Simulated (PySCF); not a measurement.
Bonds (- single, = double, # triple, : aromatic): O1=C2, C2-C3, C3-C4, C4=C5, C5-Si6, Si6-C7, C7-C8, C8-O9, O9-C10, Si6-C2, C10-Si6. C3 carries H11, H12; C4 carries H13; C5 carries H14; C7 carries H15, H16; C8 carries H17, H18; C10 carries H19, H20. Stereochemistry as in O=C1CC=C[Si@]12CCOC2. H12, H15, H17, H19 are pro-R; H11, H16, H18, H20 are pro-S.

PySCF 2.14 calculation with geometry from GFN2-xTB and σ from GIAO-PBE0/pcSseg-1; single conformer, gas phase, no relativistic terms.

Problem. Predict the 2D correlation tables (HSQC, COSY, HMBC).

Solution. 

HSQC (one-bond C–H):
```tsv
δH	δC
7.54 (H13)	158.7 (C4)
6.72 (H14)	137.6 (C5)
4.50 (H17)	73.3 (C8)
3.96 (H19)	60.9 (C10)
3.36 (H18)	73.3 (C8)
3.22 (H20)	60.9 (C10)
2.89 (H12)	52.7 (C3)
2.83 (H11)	52.7 (C3)
1.23 (H16)	17.7 (C7)
0.97 (H15)	17.7 (C7)
```

COSY cross peaks (H two or three bonds apart, from the bond graph; peaks can be absent where the dihedral angle is near 90°):
```tsv
δH	δH
7.54 (H13)	6.72 (H14)
7.54 (H13)	2.89 (H12)
7.54 (H13)	2.83 (H11)
4.50 (H17)	3.36 (H18)
4.50 (H17)	1.23 (H16)
4.50 (H17)	0.97 (H15)
3.96 (H19)	3.22 (H20)
3.36 (H18)	1.23 (H16)
3.36 (H18)	0.97 (H15)
2.89 (H12)	2.83 (H11)
1.23 (H16)	0.97 (H15)
```

HMBC (two and three bonds, from the bond graph):
```tsv
δH	δC
7.54 (H13)	257.3 (C2), 137.6 (C5), 52.7 (C3)
6.72 (H14)	257.3 (C2), 158.7 (C4), 60.9 (C10), 52.7 (C3), 17.7 (C7)
4.50 (H17)	60.9 (C10), 17.7 (C7)
3.96 (H19)	257.3 (C2), 137.6 (C5), 73.3 (C8), 17.7 (C7)
3.36 (H18)	60.9 (C10), 17.7 (C7)
3.22 (H20)	257.3 (C2), 137.6 (C5), 73.3 (C8), 17.7 (C7)
2.89 (H12)	257.3 (C2), 158.7 (C4), 137.6 (C5)
2.83 (H11)	257.3 (C2), 158.7 (C4), 137.6 (C5)
1.23 (H16)	257.3 (C2), 137.6 (C5), 73.3 (C8), 60.9 (C10)
0.97 (H15)	257.3 (C2), 137.6 (C5), 73.3 (C8), 60.9 (C10)
```

Chemical shifts δ = σref − σ; ¹H (σref 31.72) and ¹³C (σref 186.93) vs TMS, all at this level.

Short H···H contacts in this conformer between protons four or more bonds apart (candidates for NOE cross peaks, intensity ∝ r⁻⁶): H18···H20 2.57 Å.

Shifts are as computed. Against solution values, carbons near 30 ppm lie about +3 ppm off and those near 130 ppm about +5 ppm. Of 1309 compounds with measured shifts, 239 miss one by over three times the rms of a fit or turn the order of signals round; such compounds aren't used in these exercises.
